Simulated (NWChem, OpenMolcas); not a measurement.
OpenMolcas → NWChem

This OpenMolcas 26.06 job computes BBrCl2 (bromodichloroborane):

job.inp:
```
>>> EXPORT MOLCAS_PRINT=2
&GATEWAY
BasLib=$CurrDir
Coord
4
bohr
Cl     1.10000958     1.25855760     2.85499823
B      0.07029781    -0.07199857     0.04176295
Cl     0.83960532    -3.17322811    -0.69088387
Br    -1.90503291     1.87290756    -2.24423875
Basis=cc-pVDZ
Group=NoSym
&SEWARD
&SCF
Thresholds=1e-10 1e-07 1e-07 1e-05
PrOrbitals=1 2
&MBPT2
Frozen=20
```

```bash
$ export MOLCAS_MEM=1860
$ pymolcas job.inp > job.log
```

(Basis files named in the input come from the Basis Set Exchange and aren't shown.)

The shape is that of a PBE0-D4/def2-TZVP optimisation.

It gives a total energy of -3516.679128 Eh.

Write the same calculation for NWChem 7.3.0 as an input file of the program's own, asking for the gradient.

For example:

mol.nw:
```
start mol
memory total 2200 mb
charge 0

geometry units bohr noautosym nocenter noautoz
Cl     1.10000958     1.25855760     2.85499823
B      0.07029781    -0.07199857     0.04176295
Cl     0.83960532    -3.17322811    -0.69088387
Br    -1.90503291     1.87290756    -2.24423875
end

basis spherical bse
* library cc-pVDZ
end

scf
nopen 0
rhf
thresh 1e-08
maxiter 80
end

mp2
freeze core 20
tight
end

task mp2 gradient
```

```bash
$ nwchem mol.nw > mol.out
```

Its energy is -3516.679128 Eh, 0.000 mEh from the first.
